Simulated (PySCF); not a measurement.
Compound: C3H10AlClS.
SMILES with atom numbers: `[CH3:1][S+:2]([CH3:3])[AlH2-:4][CH2:5][Cl:6]` (hydrogens: H7, H8, H9 on C1; H10, H11, H12 on C3; H13, H14 on Al4; H15, H16 on C5)

Cartesian coordinates in Å at the PBE0-D3(BJ)/def2-SVP level; atoms count from 1:
```xyz
16
C3H10AlClS angstrom
C     -0.9626    1.5732    0.5438
S     -0.7564   -0.1705    0.9592
C     -2.1904   -0.8950    0.1379
Al     0.9982   -0.8386   -0.6777
C      2.6230    0.0020    0.0925
Cl     3.8394   -0.4342   -1.1891
H     -0.9819    1.7047   -0.5476
H     -0.0958    2.1041    0.9599
H     -1.8811    1.9611    1.0054
H     -3.1139   -0.5343    0.6112
H     -2.1112   -1.9827    0.2668
H     -2.1792   -0.6533   -0.9348
H      0.3301   -0.0851   -1.9272
H      0.8389   -2.4213   -0.5259
H      2.6404    1.0991    0.1754
H      2.9964   -0.4203    1.0369
```

The calculation used TDDFT wB97X-D/def2-SVPD, vertical, gas phase, core orbitals frozen in the response in PySCF.

Ground-to-excited transition dipoles (e·a0, same axes as the geometry; the sign carries no meaning), for the states with f of 0.002 or more among the lowest 8:

```csv
state,E (hartree),μx,μy,μz
S1,0.2226,-0.550,-0.037,0.083
S2,0.2379,-0.224,-0.104,0.004
S4,0.2585,0.041,-0.130,0.052
S5,0.2596,0.014,-0.022,0.109
S6,0.2640,-0.134,0.270,0.079
S7,0.2661,0.038,-0.206,0.166
S8,0.2710,-0.512,0.113,0.457
```

Q: Work out the oscillator strengths.

A: f = (2/3) ΔE |μ|² with ΔE in hartree (27.2114 eV).

| state | \|μ\|² (au) | \|μ\| (D) | f |
| --- | --- | --- | --- |
| S1 | 0.311 | 1.42 | 0.046 |
| S2 | 0.061 | 0.63 | 0.010 |
| S4 | 0.021 | 0.37 | 0.004 |
| S5 | 0.013 | 0.29 | 0.002 |
| S6 | 0.097 | 0.79 | 0.017 |
| S7 | 0.071 | 0.68 | 0.013 |
| S8 | 0.484 | 1.77 | 0.087 |

Q: Which bond between heavy atoms lies closest to the direction of the S8 transition dipole?

A: S2–Al4 and C5–Cl6, at 6° from it; next Al4–C5 at 74°.

Q: What angle do the transition dipoles of S1 and S6 make?

A: |cos θ| = |μa·μb| / (|μa| |μb|) = 0.40, so θ ≈ 66° (taken between 0 and 90°, since the signs are arbitrary).

Q: What peak molar absorption coefficient would the strongest computed level give as a lone Gaussian band 0.4 eV wide at half height?

A: ε(max) = 2.175×10⁸ f / FWHM, with the width in cm⁻¹. S8: 2.175×10⁸ × 0.0874 / 3226 ≈ 5900 L mol⁻¹ cm⁻¹.

The vertical ionisation energy (ΔSCF) is 9.23 eV, 1.86 eV above S8.

One conformer stands for the species.

Without π bonds the low states may be Rydberg-like; a valence basis with one diffuse set may place them up to an eV too high.
